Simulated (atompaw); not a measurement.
Plane-wave convergence, PAW (atompaw) potential for Fe (Z = 26)

atompaw 4.2.0.5 input, output lines left out:

```
Fe 26
GGA-PBE scalarrelativistic loggrid 1500 logderivrange -9 5 351
4 4 3 0 0 0
4 1 0
3 2 6
0 0 0
c
c
v
v
c
v
v
v
2
1.70 1.35 1.30 0.85
n
n
y
0.5
n
custom rrkj vanderbiltortho besselshape
bessel
1.00
1.70
1.40
1.70
1.70
1.70
```

The pseudo-atom Hamiltonian at the reference potential is diagonalised in spherical Bessel functions j_l(qr) that vanish at 20 bohr, with q² up to the cutoff. All-electron valence levels (Ry): 3s -6.9102, 4s -0.3890, 3p -4.4131, 4p -0.0974, 3d -0.5516.

How do the lowest levels (Ry) of each channel move with the cutoff, and are there ghosts?

```tsv
cutoff (Ry)	s #1	s #2	p #1	p #2	p #3	d #1	f #1	Σ f·Δε (mRy)
8	-6.5033	-0.2440	-3.7128	-0.0381	0.0644	0.0323	0.1109	8809.2
15	-6.7337	-0.2891	-4.2765	-0.0534	0.0586	-0.3371	0.1109	2659.3
21	-6.8096	-0.3372	-4.3523	-0.0586	0.0570	-0.5013	0.1109	971.7
35	-6.8915	-0.3876	-4.4082	-0.0833	0.0504	-0.5504	0.1109	76.9
50	-6.9088	-0.3886	-4.4121	-0.0967	0.0475	-0.5513	0.1109	11.7
70	-6.9100	-0.3889	-4.4129	-0.0972	0.0474	-0.5516	0.1109	2.1
90	-6.9100	-0.3890	-4.4130	-0.0973	0.0473	-0.5516	0.1109	1.1
120	-6.9102	-0.3890	-4.4131	-0.0974	0.0473	-0.5516	0.1109	0.3
400	-6.9103	-0.3890	-4.4131	-0.0974	0.0473	-0.5516	0.1109	0.0
```

Result: no extra level below or beside the all-electron valence levels (s, p, d, f tested); 10 mRy is reached at 55 Ry and 1 mRy at 100 Ry.
